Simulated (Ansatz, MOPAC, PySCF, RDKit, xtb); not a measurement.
Noncovalent pair: CH4O (SMILES CO) (first 6 atoms) with H2 (SMILES [H][H]); geometry from B3LYP-D3(BJ)/def2-TZVP, rigid monomers moved along the line of their centres of mass till O2···H7 is 2.92 Å.
(charge 0, multiplicity 1):
| atom | x (Å) | y (Å) | z (Å) |
|---|---|---|---|
| C | 0.6856 | 0.3495 | -0.3547 |
| O | -0.6614 | 0.2028 | 0.0765 |
| H | 1.3729 | -0.2815 | 0.2193 |
| H | 0.9563 | 1.3913 | -0.1904 |
| H | 0.8022 | 0.1252 | -1.4204 |
| H | -0.9365 | -0.7074 | -0.0722 |
| H | -0.2244 | -0.2789 | 2.9198 |
| H | 0.0451 | -0.5183 | 3.5730 |

```csv
level,interaction energy (kcal/mol),"minus MP2/CBS(aug-cc-pVDZ, aug-cc-pVTZ) + ΔCCSD(T)/aug-cc-pVDZ",cost
UFF,-0.31,0.35,-
GFN-FF,-0.22,0.44,-
AM1,-0.14,0.52,-
HF/STO-3G (no counterpoise),-0.18,0.49,-
HF/aug-cc-pVDZ,-0.18,0.48,-
PBE/def2-TZVPPD,-0.61,0.05,×1
PBE-D3(BJ)/def2-TZVPPD,-0.88,-0.22,×1
PBE-D4/def2-TZVPPD,-0.87,-0.21,×1
B3LYP/3-21G (no counterpoise),-1.68,-1.02,-
B3LYP-D3(BJ)/def2-TZVPPD,-0.63,0.03,×2
B3LYP-D4/def2-TZVPPD,-0.62,0.04,×2
PBE0/def2-TZVPPD,-0.53,0.13,×1
PBE0-D3(BJ)/def2-TZVPPD,-0.79,-0.12,×1
PBE0-D4/def2-TZVPPD,-0.77,-0.11,×1
M06-2X/6-31G* (no counterpoise),-1.17,-0.51,-
MP2/aug-cc-pVDZ,-0.53,0.13,-
MP2/aug-cc-pVTZ,-0.62,0.05,×4
SCS-MP2/aug-cc-pVDZ,-0.43,0.23,-
CCSD/aug-cc-pVDZ,-0.50,0.16,-
"MP2/CBS(aug-cc-pVDZ, aug-cc-pVTZ) + ΔCCSD(T)/aug-cc-pVDZ",-0.66,0.00,×7
```

 The comparison column counts from a level with limits of its own.

The rows run from -1.68 (B3LYP/3-21G (no counterpoise)) to -0.14 kcal/mol (AM1). From aug-cc-pVDZ to aug-cc-pVTZ MP2 changes by -0.08. The dispersion term adds -0.27 in PBE-D3(BJ), -0.26 in PBE-D4, -0.25 in PBE0-D3(BJ).

Counterpoise-corrected where a basis set is named; no monomer relaxation. Rows marked so take none. RDKit's UFF carries no charges.

Frozen-core correlation. CBS: X⁻³ extrapolation of the correlation energy, Hartree–Fock from the larger set. Rows in 3-21G, 6-31G*, STO-3G carry no dispersion term and start afresh at each structure (6-31G* with six Cartesian d functions). The state that AM1 reach isn't checked.

Codes used: Ansatz (Gaussian orbitals); MOPAC for AM1 (differences of heats of formation); PySCF for 3-21G rows, 6-31G* rows, STO-3G rows, the dispersion terms; RDKit for the force fields; xtb for the GFN methods. Values without a source in brackets are computed.

Costs are rough ratios of core time to PBE/def2-TZVPPD (about 2.6 s over the structures, on one shared machine); a dash marks a level with no comparable run of its own.

Ansatz is a quantum-chemistry and plane-wave program.
